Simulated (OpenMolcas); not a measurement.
**N²⁺: effect of the active space**

- Program: OpenMolcas
- Method: SS-CASPT2 or its RAS form, IPEA 0.25 Eh, imaginary shift 0.1 Eh
- Basis: ANO-RCC-VQZP
- Scalar Hamiltonian: DKH2, point nucleus
- Spin-orbit coupling: state interaction with AMFI integrals over the reference wave functions, term energies averaged over their components

A. 3 electrons in 4 orbitals (2s 2p); 2S+1 = 4 odd, 1 root; 2S+1 = 2 odd, 11 roots; 2S+1 = 4 even, 3 roots; 2S+1 = 2 even, 9 roots; closed shells correlated: 1s; CASPT2 step about 2.3 core-seconds
B. 3 electrons in 8 orbitals (2s 2p 3s 3p); 2S+1 = 4 odd, 1 root; 2S+1 = 2 odd, 11 roots; 2S+1 = 4 even, 3 roots; 2S+1 = 2 even, 9 roots; closed shells correlated: 1s; CASPT2 step roughly 7 core-seconds
C. 3 electrons in 9 orbitals (RAS2 2s 2p; RAS3 3d, at most 2 electrons); 2S+1 = 4 odd, 1 root; 2S+1 = 2 odd, 11 roots; 2S+1 = 4 even, 3 roots; 2S+1 = 2 even, 9 roots; closed shells correlated: 1s; CASPT2 step roughly 12 core-seconds

Energies in cm-1 above 2s2 2p 2P* 1/2, the measured ground level; measured values from Moore, Selected Tables of Atomic Spectra, NSRDS-NBS 3, section 5.

```tsv
Level	A	B	C	Measured
2s2 2p 2P* 1/2	0.0	0.0	0.0	0.0
2s2 2p 2P* 3/2	159	169	158	174
2s 2p2 4P 1/2	55890	56140	56610	
2s 2p2 4P 3/2	55950	56200	56670	57247
2s 2p2 4P 5/2	56050	56290	56770	57328
2s 2p2 2D 3/2	100660	100590	101010	101031
2s 2p2 2D 5/2	100670	100600	101010	101024
2s 2p2 2S 1/2	130510	130760	131110	131004
2s 2p2 2P 1/2	147130	146480	146310	145876
2s 2p2 2P 3/2	147240	146600	146420	145986
2p3 4S* 3/2	185640	185870	186270	186797
2p3 2D* 3/2	203600	203950	203020	203089
2p3 2D* 5/2	203600	203960	203020	203075
2p3 2P* 1/2	231280	230600	231220	230404
2p3 2P* 3/2	231280	230620	231230	230409
```

Deviations, from unrounded energies. A percentage is the sum of absolute deviations over the sum of measured energies, with the sign that they share, or ± where signs differ.

| Against measurement | Levels | A | B | C |
| --- | --- | --- | --- | --- |
| mean absolute deviation (cm-1) | 13 | 790 | 580 | 340 |
| fine structure of the ground term (%) | 1 | -8.6 | -2.9 | -9.5 |
| other configurations (%) | 12 | ±0.6 | ±0.4 | ±0.2 |

C lies closest to measurement on these levels and A furthest from it. The largest miss of C in the table is 2p3 2P* 3/2, by +820 cm-1. The ranking rests on the paired levels alone, and a cruder setting can come out closer through cancelling errors.

Among A to C the level of the table that moves most is 2p3 2D* 5/2, by 940 cm-1 (lowest in C, highest in B). Moves below CASPT2's spread within the term are not significant.

CASPT2 breaks the degeneracy within a term, and the mean is taken; among the terms shown or strongly mixed into the levels shown the widest spread is 180 cm-1 (2p3 2D*, A). Active for correlation alone: 3p 3s; no level in the range computed is led by a configuration that fills them, so any true level of that kind is missing (holds for B). Active for correlation alone: 3d; no level in the range computed is led by a configuration that fills it, so any true level of that kind is missing (holds for C). Measured partners are found by configuration, term and J. A level has none where our copy of the source lacks it or the pairing is in doubt (some pairs that miss far off the trend of their configuration count as doubtful), and it then counts in no deviation. Only configurations of the active space appear.

* marks odd parity.
